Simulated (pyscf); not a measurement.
H₂B–O–Cr(=O)–OH, singlet

Gas-phase minimum from PySCF at ωB97X-D3(BJ)/def2-SVP, one conformer. This is an excited spin state, 16.3 kcal/mol over the triplet at ωB97X-D3(BJ)/def2-TZVP. Other isomers of H₂B–O–Cr(=O)–OH [singlet] were not searched in full and may lie lower. 

```xyz
8

B     -0.7853    -1.1449    -1.4273
O     -0.7934     0.1704    -1.1188
Cr    -0.5054     1.8274    -0.6884
O      0.8962     2.2384    -0.2887
O     -1.7546     3.0124    -0.7213
H     -0.5553    -1.4742    -2.5709
H     -1.0148    -1.9495    -0.5505
H     -1.7213     3.9554    -0.5222
```

Bonded distances (Å): B1–O2 1.351, B1–H6 1.212, B1–H7 1.212, O2–Cr3 1.736, Cr3–O4 1.514, Cr3–O5 1.722, O5–H8 0.964. Angles (°): O2–B1–H6 118.8, O2–B1–H7 118.7, H6–B1–H7 122.6, B1–O2–Cr3 170.0, O2–Cr3–O4 118.6, O2–Cr3–O5 122.1, O4–Cr3–O5 119.3, Cr3–O5–H8 130.1.

Properties at ωB97X-D3(BJ)/def2-SVP:

* **Harmonic wavenumbers, unscaled**: 47, 51, 206, 207, 214, 278, 450, 486, 598, 824, 981, 1059, 1218, 1222, 1388, 2562, 2663, 3923 cm⁻¹
* **Zero-point energy**: 26.3 kcal/mol
* **Rotational symmetry number**: 1
* **Entropy of this conformer at 298 K and 1 atm, rigid rotor and harmonic oscillator, modes under 100 cm⁻¹ raised to 100**: 349.7 J/(mol K)
* **Dipole moment**: 1.79 D

Single-point totals, which compare only within one level:

| level | total energy (hartree) |
|---|---|
| ωB97X-D3(BJ)/def2-TZVP | -1296.98466 |
| PBE/def2-TZVP | -1296.51660 |
| r²SCAN/def2-TZVP | -1296.85201 |
| B3LYP-D3(BJ)/def2-TZVP | -1297.02479 |
| PBE0-D3(BJ)/def2-TZVP | -1296.47725 |
| M06-2X/def2-TZVP | -1296.78882 |
| ωB97M-D3(BJ)/def2-TZVP | -1297.05439 |

The lowest mode is so soft that the shape along it may change with the basis. Soft torsions are taken as harmonic, which can shift the entropy by several J/(mol K). A restricted singlet here is unstable towards spin polarisation, as is usual where a triplet lies low; its energy is less safe.
